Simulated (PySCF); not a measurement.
C2H6ClSn, SMILES [Cl][Sn+]([CH3])[CH3], charge +1.

Coordinates come from a PBE0-D3(BJ)/def2-SVP optimisation. The multiplicity is an assumed one; other spin states were not compared. The isomer is the one that the SMILES or the coordinates give; other isomers of the formula were not compared. The def2 effective core potentials stand for the cores of Sn; spin–orbit coupling is left out.

Calculation: PBE0/def2-TZVP run with PySCF.

The molecule is in vacuum.

| Quantity | Value |
|---|---|
| total energy | -753.89278 hartree |
| highest occupied level | -13.54 eV |
| lowest empty level | -7.78 eV |
| orbital gap | 5.76 eV |
| dipole moment about the centre of nuclear charge | 4.02 D |
| mean static polarisability | 69.1 bohr³ (10.23 Å³) |
| polarisability, principal values | 47.0, 77.9, 82.2 bohr³ |
